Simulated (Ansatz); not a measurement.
Basis sets compared for Te2Pd⁻ (the lowest doublet isomer of a short search). Total charge -1; doublet. Geometry PBE-D4/def2-TZVPD. Ansatz on 4 threads of AMD EPYC 7B13 on a shared host; times are rough, and most runs start from earlier orbitals.

Cartesian coordinates in Å:
```
Pd 0.0732 0.1260 1.1835
Te 1.3990 -0.9472 -0.5863
Te -1.4721 0.8212 -0.5971
```

In the def2 sets Pd, Te take a core potential; there is no spin–orbit coupling. Another isomer (doublet) lies 0.17 eV lower at PBE0-D4/def2-TZVPD.

```json
{"level": "PBE-D4/def2-SVPD", "functions": "104", "energy (Eh)": "-664.0769", "HOMO (eV)": "-0.35", "LUMO (eV)": "0.06", "wall time": "2 s"}
{"level": "PBE0-D4/def2-SVPD", "functions": "104", "energy (Eh)": "-664.0635", "HOMO (eV)": "-1.14", "LUMO (eV)": "0.63", "wall time": "3 s"}
```

(1) Estimate the rows for PBE-D4/def2-TZVPD, PBE0-D4/def2-TZVPD (with forces).

Results:

(1) 
| level | functions | energy (Eh) | HOMO (eV) | LUMO (eV) | wall time |
| --- | --- | --- | --- | --- | --- |
| PBE-D4/def2-TZVPD | 158 | -664.1314 | -0.36 | 0.08 | 2.4 s |
| PBE0-D4/def2-TZVPD (with forces) | 158 | -664.1155 | -1.14 | 0.65 | 5.5 s |
